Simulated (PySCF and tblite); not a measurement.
The numbers below are computed, except where a source is named.
C11H8OS, numbered as in [O:1]=[C:2]([c:3]1[cH:4][cH:5][cH:6][cH:7][cH:8]1)[c:9]1[cH:10][cH:11][cH:12][s:13]1.

Level: PBE0-D3(BJ)/6-31G*//GFN2-xTB, thermal terms from GFN2-xTB, symmetry numbers and mirror pairs counted. Conformers within 1.5 kcal/mol (GFN2-xTB free energy) were kept, 10 at most. (PySCF 2.14, tblite 0.8.)

Rotational constants are equilibrium values for the commonest isotopes; dipoles come from the energy level named.

Torsions listed: O1–C2–C3–C4, O1–C2–C9–S13. Of a mirror pair one member is shown.

```tsv
conformer	shape	symmetry	weight %
1	139°, -15°	C1 (pair)	91.9
2	41°, -166°	C1 (pair)	8.1
```

Sets of constants, in random order:

```csv
set,A (MHz),B (MHz),C (MHz),abs μa (D),abs μb (D),abs μc (D)
P,1790,429,367,0.35,3.70,0.60
Q,1637,480,397,0.56,2.88,0.20
```

Task: Match each set to its conformer.

Result: P is conformer 1, Q is conformer 2.
